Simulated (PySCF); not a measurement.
Spectra and structures to be paired. Level of theory: PySCF, TDDFT CAM-B3LYP/def2-SVPD, vertical, gas phase, core orbitals frozen in the response. Geometries: PBE0-D3(BJ)/def2-SVP; one conformer of each isolated species. Triplets are in the Tamm–Dancoff approximation.

A. `CCCC#CC#CBOC`
B. `CSBC1CCC1`
C. `NC(=O)[Si@H]1CC[SiH2]O1`
D. `CC[C@H](C)F`
E. `c1ccc(o1)B(C)CC=C`

Lowest singlet levels (six at most, fewer where fewer were computed) with oscillator strengths:

1. 4.84 eV (f 0.003); 6.49 eV (f 0.005); 6.97 eV (f 0.029); 7.23 eV (f 0.082); 7.36 eV (f 0.008); 7.42 eV (f 0.010); T1 4.21 eV
2. 8.89 eV (f 0.006); 9.13 eV (f 0.004); 9.40 eV (f 0.001); 9.56 eV (f 0.024); 9.66 eV (f 0.093); 9.84 eV (f 0.105); T1 8.61 eV
3. 5.82 eV (f 0.028); 6.02 eV (f 0.170); 6.49 eV (f 0.001); 6.69 eV (f 0.004); 7.25 eV (f 0.051); 7.47 eV (f 0.021); T1 4.65 eV
4. 4.88 eV (f 0.227); 5.29 eV (f 0.181); 6.23 eV (f 0.025); 6.45 eV (f 0.004); 6.59 eV (f 0.004); 6.82 eV (f 0.045); T1 3.37 eV
5. 3.82 eV (f 0.000); 4.40 eV (f 0.064); 4.82 eV (f 0.000); 6.25 eV (f 0.002); 6.47 eV (f 1.601); 6.56 eV (f 0.005); T1 3.36 eV

Question: Match each spectrum to its molecule.

Answer: 1 = C, 2 = D, 3 = B, 4 = E, 5 = A.
- A: S1 at 3.82 eV, HOMO→LUMO (94%); Löwdin shares by element: HOMO carbon 86% or more; LUMO carbon 48% or more, boron 22% (atoms not listed hold the other 31%); HOMO -8.16 and LUMO -0.51 eV.
- B: S1 at 5.82 eV, HOMO-1→LUMO (75%), HOMO→LUMO (20%); Löwdin shares by element: HOMO sulfur 62%, boron 14%, carbon 10% or more; LUMO boron 40%, sulfur 22%, carbon 9% or more, hydrogen 8% or more (atoms not listed hold the other 21%); HOMO -8.75 and LUMO 0.29 eV.
- C: S1 at 4.84 eV, HOMO→LUMO (40%), HOMO→LUMO+1 (37%), HOMO→LUMO+2 (13%); Löwdin shares by element: HOMO oxygen 55% or more, carbon 16% or more, silicon 10% or more, nitrogen 7%; LUMO silicon 31%, carbon 13% or more, oxygen 8% or more (atoms not listed hold the other 48%); HOMO -8.44 and LUMO 0.76 eV.
- D: S1 at 8.89 eV, HOMO→LUMO (91%); Löwdin shares by element: HOMO carbon 42% or more, fluorine 21%, hydrogen 9% or more (atoms not listed hold the other 28%); LUMO carbon 42% or more, hydrogen 10% or more (atoms not listed hold the other 48%); HOMO -10.51 and LUMO 1.39 eV.
- E: S1 at 4.88 eV, HOMO→LUMO (90%); Löwdin shares by element: HOMO carbon 60% or more (atoms not listed hold the other 40%); LUMO carbon 35% or more, boron 24% (atoms not listed hold the other 40%); HOMO -8.02 and LUMO -0.31 eV.
C and E have S1 within 0.05 eV of each other; their strongest listed levels stand at 7.23 eV (f 0.082) and 4.88 eV (f 0.227).

Without π bonds the low states are Rydberg-like; a valence basis with one diffuse set may place them up to an eV too high.
